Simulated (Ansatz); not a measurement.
Ansatz (an electronic-structure program) input:

Ansatz 0.2 input:
```yaml
crystal:
  periodic: [false, false, false]
  atoms:
    - {symbol: B, position_ang: [-0.10110091, -0.34405066, 0.07549871]}
    - {symbol: Cl, position_ang: [-0.21370832, 1.30627628, -0.35360861]}
    - {symbol: O, position_ang: [1.27695401, -0.83425941, 0.35362597]}
    - {symbol: O, position_ang: [-0.96023132, -1.32636774, 0.22713630]}
    - {symbol: H, position_ang: [2.06640974, -0.26731197, 0.29900710]}
    - {symbol: H, position_ang: [-1.90357212, -1.17156394, 0.08236521]}
    - {symbol: H, position_ang: [1.44192691, -1.76255037, 0.60638234]}
basis:
  gaussian:
    orbitals: 6-31G*
hamiltonian:
  xc: {name: PBE0}
total_charge: 1
```

Which total energy does the run end on?

-636.76230 Eh (PBE0/6-31G*).

It need not be the lowest isomer of its formula.
